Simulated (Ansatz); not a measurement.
Input for Ansatz (a first-principles code): R-CCSD(T)/cc-pVQZ on C3H4Li2 (SMILES [Li][C]1([Li])CC1).

Ansatz 0.2 input:
```yaml
crystal:
  periodic: [false, false, false]
  atoms:
    - {symbol: C, position_ang: [0.81343421, 0.14917256, 0.05724789]}
    - {symbol: C, position_ang: [-0.32657787, -0.81155927, -0.19909625]}
    - {symbol: C, position_ang: [-0.61589018, 0.63873144, 0.13280514]}
    - {symbol: Li, position_ang: [1.50743657, 1.73919069, 0.44883572]}
    - {symbol: Li, position_ang: [2.07042822, -1.08307332, -0.19706314]}
    - {symbol: H, position_ang: [-0.60479197, -1.12114433, -1.20956457]}
    - {symbol: H, position_ang: [-0.65306618, -1.53414130, 0.55294880]}
    - {symbol: H, position_ang: [-1.11967893, 0.80491324, 1.08824941]}
    - {symbol: H, position_ang: [-1.07139385, 1.21791028, -0.67426300]}
basis:
  gaussian:
    orbitals: cc-pVQZ
magnetization: {spin_polarized: false}
correlation: {method: ccsd_t, electrons: outside_noble_gas}
scf: {lower_state_search: off}
```

Task: Predict the final total energy.

Result: -131.3687 hartree (reference determinant -130.7491, T1 diagnostic 0.010).

Task: How many basis functions does it have, and what does it roughly cost on one machine?

Result: 395 functions; about 90 core-minutes (a rough figure).
